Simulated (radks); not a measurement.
Problem. All-electron atom: neutral krypton in [Ar] 3d8 4s2 4p6 4d2 (not the ground configuration). Method: scalar-relativistic Kohn-Sham, SOGGA, spin-polarised, spherical densities, finite nucleus; open shells are filled with parallel spins first; Fermi nuclear charge, rms radius 4.1884 fm; computed with a radial shooting solver on a logarithmic mesh with Libxc functionals. Some entries of the table are withheld. Estimate them.

orbital  occ.  eigenvalue (hartree)  r(max) (bohr)  <r^2> (bohr^2)
1s up       1             -521.5768        0.02709        0.002321
1s down     1             -521.5758        0.02709        0.002321
2s up       1             -70.28626         0.1544         0.03975
2s down     1             -70.19313         0.1543         0.03970
2p up       3             -62.35381         0.1235         0.03140
2p down     3             -62.28356         0.1234         0.03135
3s up       1             -11.13951         0.4631          0.3116
3s down     1             -11.00949         0.4635          0.3129
3p up       3              -8.60467         0.4578          0.3243
3p down     3              -8.47505         0.4584          0.3263
3d up       5              -4.44087         0.4001          0.3330
3d down     3              -4.30201         0.4015          0.3379
4s up       1              -1.34878            (1)           2.299
4s down     1              -1.31510            (2)           2.303
4p up       3              -0.74673          1.385           3.115
4p down     3              -0.71323          1.389           3.102
4d up       2              -0.03521          2.263             (3)

Solution. 
(1) 4s up r(max) (bohr): 1.246
(2) 4s down r(max) (bohr): 1.251
(3) 4d up <r^2> (bohr^2): 22.66
